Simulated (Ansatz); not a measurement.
Ga3H5. Charge 0, multiplicity 1. Geometry relaxed at r2SCAN-D4/def2-SVP.

Cartesian coordinates in Å:
```
Ga -1.0802 -0.3435 -0.5423
Ga 0.6848 1.3915 0.0080
Ga 1.2724 -0.8441 0.3043
H -2.5944 -0.7421 -0.6006
H 2.1355 -2.1124 0.0867
H 0.8580 2.8248 -0.5526
H -0.9559 1.1469 0.5048
H -0.3202 -1.3210 0.7917
```

The structure comes from a short search, and lower isomers may exist.

**Question.** Estimate the harmonic wavenumbers at RKS r2SCAN-D4/def2-SVP (Ansatz, unscaled). Is this a minimum?

**Answer.** 94, 213, 290, 311, 370, 379, 434, 513, 523, 527, 658, 1101, 1134, 1401, 1424, 1932, 2010, 2015 cm⁻¹. Yes, no mode is imaginary beyond noise. Zero-point energy 91.7 kJ/mol. It took 77 s on 4 threads of Arm Neoverse V2 on a shared host.
